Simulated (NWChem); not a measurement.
System: CH5ClOSi2; SMILES Cl[SiH2][SiH2]C=O

```xyz
10

O      1.0830    -2.6478     0.6115
C      0.8092    -1.9543    -0.3335
Si    -0.9135    -1.0762    -0.4800
Si    -0.7002     0.9837     0.6215
Cl     0.9178     1.9429    -0.2707
H      1.5667    -1.7716    -1.1458
H     -1.2422    -0.8260    -1.9176
H     -1.9547    -1.9311     0.1629
H     -0.3986     0.7954     2.0695
H     -1.9067     1.8485     0.4714
```
Atoms are numbered in this order, from 1.

Structure relaxed at the PBE0/def2-SVP level.

 Unshifted, non-relativistic core excitations; the lowest 4 roots alone, so stronger bands may lie above.

Q: List the first O K-edge excitations from BHandHLYP/6-311G** (spherical d), restricted-window TDA (NWChem).

A: 
```json
[
 {"state": "S1", "energy (eV)": "527.8", "dipole oscillator strength": "0.0541", "leading excitation (squared amplitude)": "1s of atom 1 or its equivalents → LUMO (0.78)"},
 {"state": "S2", "energy (eV)": "534.0", "dipole oscillator strength": "0.0023", "leading excitation (squared amplitude)": "1s of atom 1 or its equivalents → LUMO+1 (0.73)"},
 {"state": "S3", "energy (eV)": "534.3", "dipole oscillator strength": "0.0017", "leading excitation (squared amplitude)": "1s of atom 1 or its equivalents → LUMO+2 (0.71)"},
 {"state": "S4", "energy (eV)": "535.1", "dipole oscillator strength": "0.0025", "leading excitation (squared amplitude)": "1s of atom 1 or its equivalents → LUMO+3 (0.77)"}
]
```
